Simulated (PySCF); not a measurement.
C3H4Cl2OSi.
Atom-mapped SMILES: `[CH3:1][C:2](=[C:3]=[O:4])[SiH:5]([Cl:6])[Cl:7]` (hydrogens: H8, H9, H10 on C1; H11 on Si5)

Method: PySCF, PBE0-D3(BJ)/def2-SVP geometry optimisation, gas phase; density fitting, grid level 1; the optimiser is geomeTRIC in internal coordinates, started from a GFN2-xTB structure with every atom displaced at random (about 0.01 Å).

Step 0: E = -38116.9241 eV
```
atom  x, y, z in Å  |  force x, y, z in eV/Å
C1      0.1473   -1.3842    0.6013   -1.498   1.795  -0.261
C2      0.4381   -0.1231   -0.2112   -1.876  -0.157   1.047
C3      1.5128    0.0149   -0.9015    4.947   1.131  -3.020
O4      2.5254    0.1992   -1.5305   -3.346  -0.678   1.971
Si5    -0.7965    1.2957   -0.2176    1.369  -0.841   0.244
Cl6    -0.9242    2.0491    1.6637   -0.049   0.212   0.606
Cl7    -2.5841    0.5529   -0.7281   -1.132  -0.429  -0.320
H8      0.0295   -1.0972    1.6446   -0.025  -0.012   0.454
H9      0.9200   -2.0877    0.5196    1.348  -1.351  -0.189
H10    -0.8083   -1.8040    0.2609    0.011  -0.221   0.000
H11    -0.4222    2.3583   -1.1167    0.250   0.551  -0.533
```

Step 1: E = -38117.1334 eV
```
atom  x, y, z in Å  |  force x, y, z in eV/Å
C1      0.1179   -1.4035    0.6340   -0.192   0.669  -0.179
C2      0.4611   -0.1722   -0.1858   -0.614  -0.112   0.393
C3      1.5264    0.0556   -0.9114    0.525   0.728  -0.793
O4      2.3922    0.4136   -1.6092   -0.243  -0.477   0.435
Si5    -0.7356    1.2570   -0.2245    0.620  -0.460   0.102
Cl6    -0.8920    2.0456    1.6594   -0.065   0.085   0.267
Cl7    -2.5651    0.5472   -0.7747   -0.415  -0.120  -0.100
H8     -0.0138   -1.1104    1.6827    0.020  -0.056   0.168
H9      0.8975   -2.1572    0.5736    0.221  -0.328  -0.037
H10    -0.8395   -1.8145    0.2841    0.031  -0.158  -0.017
H11    -0.3114    2.3126   -1.1439    0.111   0.231  -0.239
```

Step 2: E = -38117.1842 eV
```
atom  x, y, z in Å  |  force x, y, z in eV/Å
C1      0.1283   -1.3875    0.6277   -0.021   0.140   0.009
C2      0.4336   -0.1491   -0.1863   -0.146  -0.013   0.091
C3      1.5114    0.0537   -0.9131    0.094   0.274  -0.253
O4      2.4175    0.3279   -1.5875   -0.030  -0.186   0.134
Si5    -0.7482    1.2689   -0.2207    0.275  -0.074  -0.027
Cl6    -0.9233    2.0479    1.6756   -0.037   0.036   0.091
Cl7    -2.5932    0.5701   -0.7829   -0.178  -0.027  -0.039
H8      0.0105   -1.1239    1.6902    0.020  -0.022   0.003
H9      0.9285   -2.1317    0.5425    0.011  -0.075   0.003
H10    -0.8164   -1.8380    0.2888    0.011  -0.051  -0.014
H11    -0.3108    2.3358   -1.1500   -0.001  -0.002   0.002
```

Problem. Estimate the geometry and energy of step 3. (The exact step hangs on the optimiser's Hessian estimate; all steps are aligned on step 2, rigid shifts and turns removed.)

Solution. E = -38117.1945 eV, largest force 0.080 eV/Å
```
atom  x, y, z in Å  |  force x, y, z in eV/Å
C1      0.1407   -1.3777    0.6225    0.012  -0.068   0.041
C2      0.4177   -0.1328   -0.1908    0.055   0.019  -0.042
C3      1.5033    0.0493   -0.9179   -0.071   0.013   0.018
O4      2.4390    0.2544   -1.5714    0.037  -0.018  -0.009
Si5    -0.7592    1.2786   -0.2182    0.000   0.015   0.005
Cl6    -0.9557    2.0484    1.6859    0.001  -0.004  -0.006
Cl7    -2.6174    0.5968   -0.7924   -0.003   0.010  -0.001
H8      0.0357   -1.1266    1.6896   -0.002   0.008  -0.017
H9      0.9492   -2.1161    0.5252   -0.026   0.024   0.000
H10    -0.7962   -1.8523    0.2929   -0.006   0.014  -0.007
H11    -0.3193    2.3518   -1.1409    0.003  -0.013   0.018
```

The energy changes by -0.0103 eV. The first-order estimate −F·Δx gives -0.0200 eV and the mean of the old and new forces, exact on a quadratic surface, -0.0105 eV. The step makes an angle of 73° with the force vector and moves no atom by more than 0.078 Å.

What follows is the cost of the whole optimisation. On one thread, Arm Neoverse V1 (aarch64) (shared host), this took 87 s wall and 0.56 GiB of memory at its peak.
